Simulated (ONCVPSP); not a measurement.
# Before and after: ONCV potential for iridium

```
Element                 : Ir
Generator               : ONCVPSP 4.0.1
Type                    : optimised norm-conserving Vanderbilt (ONCV)
Functional              : PBE
Relativity              : non-relativistic
Frozen core             : [Kr] 4d10 4f14
Valence charge          : 17
Reference configuration : 5s2 5p6 5d7 6s2
Partial waves           : 5s+6s: rc 2.00 bohr, ncon 5, nbas 8, qcut 5.1 1/bohr, 2 projectors; 5p: rc 1.90 bohr, ncon 4, nbas 7, qcut 9.2 1/bohr, 2 projectors, debl 2.8 Ha; 5d: rc 2.20 bohr, ncon 4, nbas 9, qcut 5.7 1/bohr, 2 projectors, debl 0.5 Ha
Local potential         : polynomial inside 1.90 bohr (lpopt 5, dvloc0 1 Ha)
Core correction         : Teter function fitted to the true core (icmod 2), fcfact 0.75
```

Change: core [Kr] 4d10, valence charge 31; reference 4f14 5s2 5p6 5d7 6s2; waves now 5s+6s: rc 2.00 bohr, ncon 5, nbas 8, qcut 7.5 1/bohr, 2 projectors; 5p: rc 1.50 bohr, ncon 3, nbas 6, qcut 8.5 1/bohr, 2 projectors, debl 1.9 Ha; 5d: rc 2.20 bohr, ncon 4, nbas 9, qcut 8 1/bohr, 2 projectors, debl 0.8 Ha; 4f: rc 0.70 bohr, ncon 4, nbas 9, qcut 21.1 1/bohr, local; local potential the f channel.

Cutoffs: the cutoffs (Ha) at which the residual kinetic energy of the hardest occupied pseudo-wave falls to 1 and 0.1 mHa per electron; they do not see the model core or the augmentation charge, which bear on the density cutoff. Errors are all-electron minus pseudo energies relative to the spin-unpolarised reference configuration.

Problem. What does the change do?

Solution. The potential gets harder (22 Ha and 38 Ha → 232 Ha and 686 Ha); the bound ghosts move from p to d, p, s. The added semicore shells are compact, so their waves need more plane waves. Several settings change at once here, so the effects cannot be laid on one of them.

| quantity | base | changed |
| --- | --- | --- |
| cutoff, loose | 22 Ha | 232 Ha |
| cutoff, tight | 38 Ha | 686 Ha |
| bound ghosts | p | s, p, d |
| GHOST(+) flags under 300 eV | none | none |
| largest error over its own tests, meV | +7.9 | -2.8 |
| s: phases at 2.03 bohr within 0.05 rad from the reference energy up to (Ha; the scan ends near 5) | to the end of the scan | to the end of the scan |
| d: phases at 2.23 bohr within 0.05 rad from the reference energy up to (Ha; the scan ends near 5) | to the end of the scan | to the end of the scan |
| rms error of d²Exc/dni dnj with the model core, mHa | 1.76 | 1.34 |

 A true bound ghost makes a file unfit for plane-wave use even where its test errors are small: the radial tests pick states by their node count and pass the ghost by.
